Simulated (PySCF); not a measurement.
Structure from 2D NMR

Compound of formula C7H15PSi. Correlations simulated from computed shifts and the bond graph:

HSQC (one-bond C–H):
```
  δH     δC
9.22  187.5
2.27   53.5
1.92   30.8
1.82   33.7
1.79   29.9
1.42   33.7
1.37   30.8
1.26   29.9
```

COSY cross peaks (H two or three bonds apart, from the bond graph; peaks can be absent where the dihedral angle is near 90°):
```
  δH    δH
9.22  4.37
2.27  1.82
2.27  1.42
1.92  1.82
1.92  1.79
1.92  1.42
1.92  1.37
1.92  1.26
1.82  1.42
1.82  1.37
1.79  1.37
1.79  1.26
1.42  1.37
1.37  1.26
```

HMBC (two and three bonds, from the bond graph):
```
  δH                      δC
9.22                    53.5
4.37                   187.5
2.27       187.5, 33.7, 30.8
1.92  53.5, 33.7, 30.8, 29.9
1.82  53.5, 33.7, 30.8, 29.9
1.79              33.7, 30.8
1.42  53.5, 33.7, 30.8, 29.9
1.37  53.5, 33.7, 30.8, 29.9
1.26              33.7, 30.8
```

Computational details: coordinates at the GFN2-xTB level, shieldings: GIAO PBE0/pcSseg-1, in PySCF 2.14 (rapidly exchanging positions averaged, non-relativistic, gas phase, one computed conformer).

δ = σ(ref) − σ, references computed at the same level: ¹H, ¹³C against TMS.

Exchangeable hydrogens are left out of these lists.

Which molecule is this?

## Answers

`C1C(/P=C\[SiH3])CCCC1`.

Mapped SMILES: `[SiH3:1]/[CH:2]=[P:3]\[CH:4]1[CH2:5][CH2:6][CH2:7][CH2:8][CH2:9]1`. Hydrogens are named by the atom that carries them. Ha(C5), Ha(C6), Ha(C7), Ha(C8), Ha(C9) are cis to P3 on the ring; Hb(C5), Hb(C6), Hb(C7), Hb(C8), Hb(C9) are trans to P3 on the ring.

1. δC 187.5 is C2, a carbon double-bonded to a heavier main-group atom (δH 9.22).
2. δC 53.5 is C4, an sp3 CH bonded to P (δH 2.27).
3. δC 33.7 is C5/C9, an sp3 CH2 in a ring (δH 1.42, 1.82).
4. δC 30.8 is C6/C8, an sp3 CH2 in a ring (δH 1.37, 1.92).
5. δC 29.9 is C7, an sp3 CH2 in a ring (δH 1.26, 1.79).
6. COSY links 9.22–4.37, 2.27–1.82, 2.27–1.42, 1.92–1.82, 1.92–1.79, 1.92–1.42.

The shifts were computed for this structure.

Shifts are as computed. Against solution values, carbons near 30 ppm lie about +3 ppm off and those near 130 ppm about +5 ppm. Of 1211 compounds with measured shifts, 218 miss one by over three times the rms of a fit or turn the order of signals round; such compounds aren't used in these exercises.
